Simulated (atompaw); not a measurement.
**arsenic (As) PAW (atompaw): all-electron and pseudo phase curves**

arsenic, PAW, made with atompaw 4.2.0.5 (PBE, scalar-relativistic). Core [Ne], reference 3s2 3p6 3d10 4s2 4p2.5 (charge +0.5). Waves: 3s (bound): rc 1.10 bohr; 4s (bound): rc 1.10 bohr; 3p (bound): rc 0.85 bohr; 4p (bound): rc 1.10 bohr; 3d (bound): rc 1.10 bohr; 3d channel at -2.25 Ry: rc 1.10 bohr. Local part: bessel scheme, radius 0.85 bohr. Core correction: smooth core density matched at 0.65 bohr. Augmentation charge: besselshape compensation charge, radius 0.85 bohr; PAW radius 1.10 bohr; waves and projectors: custom polynom vanderbiltortho.

The phase is arctan(r·u′/u) with u = r·R(r), unwrapped; energies in Ry, scanned from -16 to 5 Ry. A pole is an energy at which the radial function vanishes at the test radius. The pseudo phase is shifted by a multiple of π to meet the all-electron one at the reference energy, and phase errors are pseudo minus all-electron; the curves can meet again beyond the range given. Levels narrower than the energy grid can be missing from the lists of poles.

**Question.** For each channel, where are the poles, and over which energies does the pseudopotential scatter like the atom?

**Answer.**

```
channel  radius (bohr)  reference energy (Ry)  poles, all-electron  poles, pseudo  unbroken range about the reference energy with phases within 0.05 rad  phase error 1 Ry above the reference energy (rad)
      s           1.11                  -1.38               -13.18         -13.18                                                        the whole range                                             -0.000
      p           1.11                  -0.67                -8.76          -8.76                                                        the whole range                                             +0.000
      d           1.11                  -3.33                -1.57          -1.57                                                        the whole range                                             -0.000
```

Phases in the s channel:

```csv
E (Ry),all-electron,pseudo
-16.00,0.806,0.806
-15.04,-0.523,-0.523
-14.08,-1.387,-1.387
-13.12,-1.578,-1.578
-12.16,-1.659,-1.659
-11.20,-1.707,-1.707
-10.24,-1.742,-1.742
-9.28,-1.770,-1.770
-8.32,-1.795,-1.795
-7.36,-1.820,-1.820
-6.40,-1.845,-1.845
-5.44,-1.871,-1.872
-4.48,-1.901,-1.901
-3.52,-1.935,-1.935
-2.56,-1.975,-1.975
-1.60,-2.024,-2.024
-0.64,-2.086,-2.086
0.32,-2.167,-2.167
1.28,-2.275,-2.276
2.24,-2.427,-2.429
3.20,-2.643,-2.647
4.16,-2.941,-2.949
```
